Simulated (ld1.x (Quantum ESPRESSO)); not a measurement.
Sn (Z = 50), PAW: configuration errors across variants

ld1.x (Quantum ESPRESSO) 7.5 input, shortened:

```
&input
   title='Sn', zed=50., rel=1, dft='PZ', iswitch=3,
   config='[Kr] 4d10 4f-2 5s2 5p0'
 /
 &inputp
   pseudotype=3, lpaw=.true., tm=.true., lloc=-2, rcloc=1.15,
   nlcc=.false.,
   which_augfun='BESSEL', rmatch_augfun=1.35
 /
8
5S  1  0   2.00   0.00  1.45  2.00  0.0
5S  1  0   0.00   0.30  1.45  2.00  0.0
5P  2  1   0.00   0.00  1.55  2.05  0.0
5P  2  1   0.00  -0.95  1.55  2.05  0.0
4D  3  2  10.00   0.00  1.25  1.50  0.0
4D  3  2   0.00   0.05  1.25  1.50  0.0
4F  4  3  -2.00  -0.10  1.70  1.80  0.0
4F  4  3  -2.00   0.95  1.70  1.80  0.0
 &test
   configts(1)='4d10 5s2 5p0'
 /
```

All-electron excitation energies from the reference (eV): (1) 4d10 5s2 5p2 -21.362; (2) 4d10 5s2 5p1 -14.264; (3) 4d10 5s1 5p0 31.451; (4) 4d10 5s0 5p4 -6.962; (5) 4d10 5s1 5p2 -6.530; (6) 4d10 5s2 5p2.3 -22.261; (7) 4d9 5s2 5p3 2.986; (8) 4d10 5s2 5p2 spin -21.837; (9) 4d10 5s2 5p1 spin -14.417.

Spin tests fill each open shell by Hund’s rule, majority spin first.

The overlap operator is not positive definite (basis up to 400 Ry) in “local potential all-electron potential smoothed inside 0.82 bohr (lloc = -2)”. Such files are unfit for use, however small their errors in these radial tests.

A true bound ghost makes a file unfit for plane-wave use even where its test errors are small: the radial tests pick states by their node count and pass the ghost by.

Errors AE − PS in meV (a dash: test not solved or not reliable):

```csv
change,(1),(2),(3),(4),(5),(6),(7),(8),(9),bound ghosts
base,+5.6,+3.7,-5.8,+5.5,+3.5,+6.1,-90,+5.6,+3.7,"s, p"
local potential all-electron potential smoothed inside 0.82 bohr (lloc = -2),+7.4,+4.5,+5.2,+9.0,+4.0,+7.9,-83,+7.9,+4.6,"s, p (d not tested, overlap not positive)"
local potential all-electron potential smoothed inside 1.10 bohr (lloc = -2),+6.1,+3.9,-4.2,+6.0,+3.6,+6.6,-86,+6.3,+3.9,"s, p"
local potential all-electron potential smoothed inside 1.36 bohr (lloc = -2),+7.2,+4.1,-4.9,+5.5,+3.5,+7.8,-65,+8.0,+4.4,none
local potential all-electron potential smoothed inside 1.64 bohr (lloc = -2),+6.6,+4.0,-5.5,+5.4,+3.4,+7.2,-75,+7.3,+4.1,none
local potential all-electron potential smoothed inside 1.76 bohr (lloc = -2),+6.5,+4.0,-5.8,+5.4,+3.4,+7.0,-76,+7.1,+4.1,none
local potential all-electron potential smoothed inside 2.02 bohr (lloc = -2),+6.4,+3.9,-6.5,+5.3,+3.4,+6.9,-80,+6.7,+3.9,none
```

(1) Give the same row for: local potential all-electron potential smoothed inside 2.30 bohr (lloc = -2).

## Answers

(1) +6.3, +3.8, -7.1, +5.1, +3.4, +6.6, -87, +6.5, +3.8; bound ghosts: none.
